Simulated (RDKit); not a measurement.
A run for RDKit: UFF on C3H7FO (a complex).

```python
from rdkit import Chem
from rdkit.Chem import AllChem, rdDetermineBonds

blocks = [
'''2

F     0.54772149   -0.26638405    0.36994511
H    -0.02770234   -0.29930729    1.12956725
''',
'''10

C     1.32205285    0.03523520    3.55423161
C    -0.16223396   -0.20764329    3.58148495
C    -0.82635908   -0.27888868    4.92879207
O    -0.81643866   -0.34044051    2.56160588
H     1.51328303    1.06491129    3.87049560
H     1.82853027   -0.61427106    4.27081786
H     1.72399510   -0.11125222    2.55482226
H    -1.90771621   -0.29613753    4.81907129
H    -0.49882410   -1.18866209    5.43979821
H    -0.52008286    0.56238565    5.55387987
''',
]
mol = None
for b in blocks:
    f = Chem.MolFromXYZBlock(b)
    rdDetermineBonds.DetermineBonds(f, charge=0)
    mol = f if mol is None else Chem.CombineMols(mol, f)
Chem.SanitizeMol(mol)
print(Chem.MolToSmiles(Chem.RemoveHs(mol)))
ff = AllChem.UFFGetMoleculeForceField(mol, vdwThresh=100.0, ignoreInterfragInteractions=False)
e = ff.CalcEnergy()
print(f'UFF energy {e:.6f} kcal/mol')
```

Program output:

```
CC(C)=O.F
UFF energy 152.076322 kcal/mol
```

The run finished.

Cost: around 0.04 core-seconds (rough).
